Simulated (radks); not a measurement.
Isoelectronic series with 6 electrons, all held in the configuration [He] 2s2 2p2, which need not be the ground one along the series. Method: scalar-relativistic Kohn-Sham, PBE, spin-polarised, spherical densities, point nucleus; open shells are filled with parallel spins first; computed with a radial shooting solver on a logarithmic mesh with Libxc functionals. Total energies (hartree) and mean radii <r> (bohr) (* marks an orbital that is empty in some or all of the ions):

ion    E (hartree)  2p down*   2p up  2s down
C        -37.81029     1.928   1.746    1.607
O2+      -73.25079     1.026  0.9878    1.044
Ne4+    -120.76963    0.7177  0.7004   0.7718
Mg6+    -180.38062    0.5544  0.5444   0.6125
Si8+    -252.11718    0.4522  0.4457   0.5076
S10+    -336.02369    0.3820  0.3775   0.4333
Ar12+   -432.15362    0.3308  0.3274   0.3779
Ca14+   -540.56909    0.2916  0.2890   0.3349
Ti16+   -661.34083    0.2607  0.2586   0.3006
Cr18+   -794.54828    0.2357  0.2340   0.2726
